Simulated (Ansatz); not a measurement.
Pt₂H₂⁻. The state is a doublet with charge -1. Geometry PBE0-D4/def2-TZVP, that of the neutral singlet; atoms count from 1.

```xyz
4

Pt   -0.309   -1.090    0.611
Pt   -0.325    1.240   -0.120
H    -0.489    0.847   -1.567
H     1.123   -0.997    1.076
```

In the def2 sets Pt takes a core potential; there is no spin–orbit coupling. The highest occupied level of the charge -1 doublet lies above zero (up to 0.00 eV). By energy differences its removal costs 1.68 eV (vertical, to the charge 0 singlet, at PBE0-D4/def2-TZVPD); a positive level beside a positive removal energy at the same level points to self-interaction error. The structure comes from a short search, and lower isomers may exist.

Q: Estimate the Mulliken populations from the PBE0/def2-TZVPD orbitals of Ansatz.

A: 
```
atom  charge (e)  spin (α − β)  d electrons
 Pt1       -0.49          0.46         9.07
 Pt2       -0.49          0.46         9.07
  H3       -0.01          0.04            –
  H4       -0.01          0.04            –
```
Mulliken values and Mayer orders depend strongly on the basis. With diffuse functions, as here, like atoms can get unlike values, and bond orders can come out too low or too high.

Q: Where does the spin sit?

A: Summed by element: Pt 0.92, H 0.08, of 1 unpaired in all. Largest on single atoms: Pt1 0.46, Pt2 0.46, H4 0.04.

Q: And the Mayer bond orders between bonded heavy atoms (over 0.3)?

A: Pt1–Pt2 0.97 (2.44 Å).
